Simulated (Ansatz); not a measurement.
Computed with Ansatz.

A structure relaxed at PBE0-D4/def2-TZVP, charge 0, multiplicity 1:

```xyz
7

O    -0.839   -0.383    1.753
In    0.020    0.063    0.028
S    -0.169   -1.606   -1.637
S     1.128    2.146   -0.238
H    -0.750    0.307    2.414
H    -0.865   -2.409   -0.812
H     1.475    1.883   -1.509
```

Q: Give its formula and SMILES.

A: H3InOS2, `[OH][In]([SH])[SH]`.

Q: Point group (tolerance 0.08 Å, 0.16 Å for H)?

A: Cs.

Q: Summarise the bond lengths by kind.

A: 1 × In–O 1.977 Å; 1 × H–O 0.960 Å; 2 × In–S 2.365 to 2.374 Å; 2 × H–S 1.344 to 1.345 Å.
